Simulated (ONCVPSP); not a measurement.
An all-electron radial function and its pseudo partner (C (Z = 6))

Columns: radius, all-electron u(r) and pseudo u(r) of the 2s shell (level -32.79 eV) of carbon in the configuration [He] 2s2 2p0.5; PBE, scalar-relativistic, ONCV scheme, ONCVPSP 4.0.1.

```
r (bohr)  all-electron  pseudo
   0.138       -0.3894  0.0892
   0.275       -0.2185  0.1899
   0.413        0.0877  0.3178
   0.550        0.3744  0.4610
   0.688        0.5989  0.6087
   0.825        0.7521  0.7460
   0.963        0.8415  0.8405
   1.100        0.8773  0.8773
   1.238        0.8729  0.8729
   1.375        0.8400  0.8400
   1.513        0.7882  0.7882
   1.650        0.7260  0.7260
   1.788        0.6582  0.6582
   1.925        0.5901  0.5901
   2.062        0.5240  0.5240
   2.200        0.4612  0.4612
   2.338        0.4032  0.4032
   2.475        0.3509  0.3509
   2.613        0.3036  0.3036
   2.750        0.2618  0.2618
   2.888        0.2246  0.2246
   3.025        0.1922  0.1922
   3.162        0.1640  0.1640
   3.300        0.1393  0.1393
   3.438        0.1180  0.1180
   3.575        0.0999  0.0999
```

Task: How many radial nodes do the two functions have?

Result: The all-electron 2s function has n − l − 1 = 1; the pseudo-wave has 0, since the states of the same l below it are removed with the core.

Task: At about which radius was the pseudo-wave matched?

Result: 1.10 bohr, where the columns begin to agree (steps of 0.14 bohr).

Task: Where does each function peak?

Result: Outermost all-electron maximum near 1.10 bohr, pseudo maximum near 1.10 bohr (to the table’s step).

Task: Is the pseudo-wave norm-conserving?

Result: Yes: the ONCV scheme keeps the norm inside the radius equal to the all-electron one, which fixes the energy derivative of the logarithmic derivative at the level.
